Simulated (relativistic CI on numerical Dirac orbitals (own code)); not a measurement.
Computed by Dirac-Coulomb-Breit CI, orbitals from a KLI potential per configuration, model QED (radiative potential, 1s self-energy scaled to tabulated hydrogen-like ionisation energies), unscaled Slater integrals (own radial code, finite nucleus).

The strongest absorption lines from the ground level of an ion, among the configurations computed and to levels below about 367 eV (vacuum wavelength in nm, gf): 3.5040 (0.59), 3.5171 (0.67), 3.5346 (0.75), 3.5395 (0.83), 3.5835 (0.85), 5.3732 (17), 5.4096 (8.9), 5.4168 (13).

Problem. Which ion is it?
A. W²⁹⁺
B. Yb²⁵⁺
C. Yb²⁷⁺
D. Yb²³⁺

Solution. B. Yb²⁵⁺ has 45 electrons and the ground level 4s2.4p6.4d9 2D_5/2; the strongest line goes to 4s2.4p6.4d8.4f 2F°_7/2. The pattern of lines fixes the number of electrons, and along that sequence the line energies rise steadily with the charge (about as its square where n changes within one kind of shell, about linearly where n is kept but much faster in heavy ions where fine structure, which grows about as Z⁴, sets the gap, and irregularly where shells cross), which fixes Z. Configurations outside the model, such as inner-shell arrays, can give stronger lines. At this charge energies of transitions that change n are usually good to better than 1 %, and those within a shell (Δn = 0) to a few per cent.

LS names give the leading component of a level, which can be under half, so a name can repeat, a term be missing and a line seem to break the LS rules.
